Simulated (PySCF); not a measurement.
**Hg²⁺ (mercury, charge +2) across methods**

[Xe] 4f14 5d9 6p1, one real determinant (an excited configuration). Computed with PySCF 2.14 in def2-QZVPPD with the def2 core potential (60 electrons), with scalar relativity through the core potential.

| method | E (hartree) | mean ε 5d α (eV) | mean ε 5d β (eV) | mean ε 6p α (eV) | Σ⟨r²⟩ (bohr²) | ⟨S²⟩ |
| --- | --- | --- | --- | --- | --- | --- |
| TPSSh | -151.8769 | -34.475 | -33.589 | -17.641 | 39.54 | 2.001 |
| M06-L | -152.0189 | -33.946 | -32.961 | -16.993 | 39.36 | 2.001 |
| PBE | -151.9436 | -33.674 | -32.810 | -17.441 | 39.55 | 2.001 |
| UHF | -151.09189 | -40.913 | -39.692 | -19.579 | 39.88 | 2.002 |
| r2SCAN | -151.9754 | -34.163 | -33.186 | -17.618 | 39.39 | 2.001 |
| B97-3 | -151.9576 | -35.798 | -34.931 | -17.958 | 39.54 | 2.001 |
| PBE0 | -151.9180 | -35.745 | -34.805 | -18.122 | 39.52 | 2.001 |
| LDA | -151.6535 | -33.825 | -32.954 | -17.611 | 39.63 | 2.000 |
| BLYP | -151.8975 | -33.488 | -32.696 | -17.327 | 39.62 | 2.000 |

⟨L²⟩ = 8.03 against 12 for a pure F term, so this real determinant mixes terms. Energies and moments cover only the electrons outside the core potential. Spin-orbit coupling, absent here, splits the open shell strongly.
